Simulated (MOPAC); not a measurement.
MOPAC input (PM7):

```
PM7 FORCE THERMO(298,298) PRECISE LET CHARGE=1 GEO-OK AUX(PRECISION=9) THREADS=1
BF2

F     0.00000000 1    0.00000000 1   -1.22762987 1
B    -0.00000000 1   -0.00000000 1    0.00000000 1
F     0.00000000 1    0.00000000 1    1.22762986 1
```

**Question.** Which zero-point energy does it print?

**Answer.** 4.52 kcal/mol, from the harmonic wavenumbers of PM7.
